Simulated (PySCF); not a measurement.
Broadened absorption spectrum of C6H4F4

Compound: C₆H₄F₄.
SMILES with atom numbers: `[F:1][CH2:2]/[CH:3]=[CH:4]\[C:5]#[C:6][C:7]([F:8])([F:9])[F:10]` (hydrogens: H11, H12 on C2; H13 on C3; H14 on C4)

The calculation used TDDFT CAM-B3LYP/def2-SVPD, vertical, gas phase, core orbitals frozen in the response (PySCF). Geometry: GFN2-xTB, one conformer, isolated molecule. Torsions of this conformer, `[F:1][CH2:2]/[CH:3]=[CH:4]\[C:5]#[C:6][C:7]([F:8])([F:9])[F:10]`: F1–C2–C3–C4 167°.

Each state is given a Gaussian of 0.4 eV full width at half maximum, with ε(max) = 2.175×10⁸ f / Δν̃ (Δν̃ the width in cm⁻¹). The width is an assumption, not a result. The curve ends short of the highest state used, and states not computed would add to its high-energy end.

```csv
E (eV),ε (L mol⁻¹ cm⁻¹)
4.88,25
4.95,100
5.03,398
5.10,1124
5.18,3019
5.26,6582
5.33,10986
5.41,16276
5.48,19424
5.56,19661
5.64,16267
5.71,11694
5.79,6668
5.86,3492
5.94,1419
6.02,503
6.09,189
6.17,59
6.24,21
6.32,6
6.39,2
6.47,4
6.55,20
6.62,84
6.70,343
6.77,982
6.85,2660
6.93,5769
7.00,9471
7.08,13561
7.15,15486
7.23,14653
7.31,11129
7.38,7321
7.46,3743
7.53,1855
```

**Question.** Locate the maxima and give the states behind the curve.

**Answer.** 224 nm (5.53 eV), ε about 20000, made up of S1 (52%) and S2 (48%); 173 nm (7.17 eV), ε about 16000, made up of S4 (100%) (ε in L mol⁻¹ cm⁻¹; maxima over ε = 5, shares over 10%). The states used: S1 5.48 eV (f 0.161); S2 5.58 eV (f 0.149); S3 5.88 eV (f 0.0023); S4 7.17 eV (f 0.230); S5 7.34 eV (f 0.0017); S6 7.52 eV (f 0.0003); S7 7.90 eV (f 0.020); S8 8.13 eV (f 0.137).

**Question.** What would ε be at 5.53 eV, the highest of these maxima, with half the width (0.2 eV)?

**Answer.** About 35200 L mol⁻¹ cm⁻¹ against 20000, a factor of about 1.8; a lone state at its own centre would give exactly 2.

**Question.** Coming from long wavelengths, where does ε first pass 100 L mol⁻¹ cm⁻¹?

**Answer.** At about 250 nm (4.95 eV), 0.53 eV below S1.

**Question.** Does any computed singlet lie in the visible range?

**Answer.** No computed singlet lies in the visible range (380 to 750 nm); the lowest, at 226 nm, stands 2.21 eV above its violet end (3.26 eV).
